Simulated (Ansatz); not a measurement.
Start from `C[CH2][AlH][CH2]C` and change one atom or group to get `C[CH2][AlH2]`.

Ansatz, PBE0-D4/def2-TZVP geometries, multiplicity 1. Each molecule was computed in one conformer, which needn't be the lowest.

```
                                                                                  property  `C[CH2][AlH][CH2]C`
                                            size of the dipole moment (PBE/def2-TZVPP) / D                 0.68
ideal-gas entropy at 298 K and 1 bar (rigid rotor, harmonic PBE0-D4/def2-TZVP) / J/(mol·K)                  381
                                                       HOMO energy (B3LYP/def2-TZVPP) / eV                -6.89
                                                         LUMO energy (PBE/def2-TZVPP) / eV                -1.60
                                                        LUMO energy (PBE0/def2-TZVPP) / eV                -0.82
                                                       LUMO energy (B3LYP/def2-TZVPP) / eV                -1.05
```

Problem. What does the change do to each property? (An estimate is asked.)

Solution. The calculation gave: 
```json
{"property": "size of the dipole moment (PBE/def2-TZVPP) / D", "`C[CH2][AlH2]`": "0.83", "shift": "0.15"}
{"property": "ideal-gas entropy at 298 K and 1 bar (rigid rotor, harmonic PBE0-D4/def2-TZVP) / J/(mol·K)", "`C[CH2][AlH2]`": "308", "shift": "-73"}
{"property": "HOMO energy (B3LYP/def2-TZVPP) / eV", "`C[CH2][AlH2]`": "-7.34", "shift": "-0.45"}
{"property": "LUMO energy (PBE/def2-TZVPP) / eV", "`C[CH2][AlH2]`": "-2.08", "shift": "-0.48"}
{"property": "LUMO energy (PBE0/def2-TZVPP) / eV", "`C[CH2][AlH2]`": "-1.30", "shift": "-0.48"}
{"property": "LUMO energy (B3LYP/def2-TZVPP) / eV", "`C[CH2][AlH2]`": "-1.53", "shift": "-0.48"}
```

The zero-point energy changes by -153.2 kJ/mol with -18 modes. Dipoles are sizes alone; their direction can turn. Modes under 60 cm⁻¹, often nearly free rotors, make the harmonic entropy too high.

B3LYP here is the variant with VWN-RPA as its local correlation; programs differ in this.
